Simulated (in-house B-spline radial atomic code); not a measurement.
Xe III (Xe2+): 1s1 2s2 2p6 3s2 3p6 (3d3/2)3 (3d5/2)6 4s2 4p6 4d10 5s2 5p6 (with a hole in an inner shell)

Computed with an all-electron radial atomic-structure program (B-spline basis): Dirac-Hartree-Fock, average of the jj configuration, Fermi nucleus of rms radius 4.7859 fm.

Effective charges: Z_r = [3n² - l(l+1)]/(2<r>) from the radius, Z_e = n√(-2ε) from the energy, and Slater's rules. Values are occupation-weighted means over j. An effective charge above Z reflects the relativistic contraction of the inner shells.

```
shell  electrons   ε (eV)  <r> (bohr)    Z_r    Z_e  Slater
   1s          1   -35652     0.02657  56.46  51.19   54.00
   2s          2    -5775      0.1125  53.34  41.20   50.70
   2p          6  -5244.2     0.09825  50.89  39.27   50.70
   3s          2  -1284.8      0.2976  45.36  29.15   43.75
   3p          6    -1100      0.2938  42.54  26.97   43.75
   3d          9  -815.87      0.2705  38.81  23.23   34.20
   4s          2   -282.5      0.6867  34.95  18.23   28.10
   4p          6  -218.38      0.7232  31.80  16.03   28.10
   4d         10  -117.42      0.8033  26.14  11.75   16.85
   5s          2  -54.184       1.684  22.27   9.98   10.25
   5p          6  -36.005       1.919  19.02   8.13   10.25
```

The least bound orbital is 5p3/2 at -35.3 eV, and it is also the most diffuse (<r> = 1.941 bohr). The part-filled 1s shell lies below the filled 5p shell in orbital energy.

For the 1s electron the small component carries 3.99 % of the norm, the zero-frequency Breit interaction raises the level by 30.35 eV, self-energy by 50.4 eV, and vacuum polarisation lowers it by 7.065 eV.
